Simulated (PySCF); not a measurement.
Molecular orbitals of SeI⁺

r²SCAN at R = 2.382 Å; PySCF, scalar-relativistic core potentials, basis sets Se cc-pVDZ-PP with ECP10, I cc-pVDZ-PP with ECP28. State: ³Σ⁻ (triplet), unpaired electrons π ↑↑. Only the outer orbitals are listed, counted within each symmetry, core potentials removing the inner ones.

```
spin  orbital  occ.  ε (eV)  on Se (%)          main shells (%)
   α       7σ     1  -27.72         58          55 Se s, 38 I s
   α       8σ     1  -24.32         42          57 I s, 41 Se s
   α       9σ     1  -16.73         50          47 I p, 45 Se p
   α       5π     1  -15.46         53          53 Se p, 46 I p
   α       5π     1  -15.46         53          53 Se p, 46 I p
   α       6π     1  -13.22         46          54 I p, 46 Se p
   α       6π     1  -13.22         46          54 I p, 46 Se p
   α      10σ     0   -9.66         48          48 I p, 47 Se p
   α      11σ     0   -0.03         39  30 I d, 23 Se d, 20 I s
   α       7π     0    1.05         36          64 I d, 34 Se d
   β       7σ     1  -26.91         44          52 I s, 39 Se s
   β       8σ     1  -23.12         54          53 Se s, 44 I s
   β       9σ     1  -16.28         48          48 I p, 42 Se p
   β       5π     1  -14.43         30          70 I p, 29 Se p
   β       5π     1  -14.43         30          70 I p, 29 Se p
   β       6π     0  -11.58         69          70 Se p, 30 I p
   β       6π     0  -11.58         69          70 Se p, 30 I p
   β      10σ     0   -9.02         51          49 Se p, 44 I p
```

Q: Which are the highest filled and the lowest empty level, where do they sit, and how wide is the gap?

A: Highest filled α 6π at -13.22 eV (in %: 54 I p, 46 Se p); lowest empty β 6π at -11.58 eV (in %: 70 Se p, 30 I p); the gap at r²SCAN is 1.64 eV. Both belong to one degenerate shell, split only by its one-sided filling, so this is no excitation gap.

The bond order (Mayer) is 1.85 and the ⟨S²⟩ is 2.005. The charge on Se (Mulliken, basis-dependent) is 0.46, the charge on Se (Löwdin, basis-dependent) is 0.43 and the dipole moment (positive dipole points towards I; it is taken about the centre of mass and depends on that origin) is -0.85 D.

Spin–orbit coupling is left out. The state is the lowest determinant that a PBE0 search found; another state may lie lower at other levels.
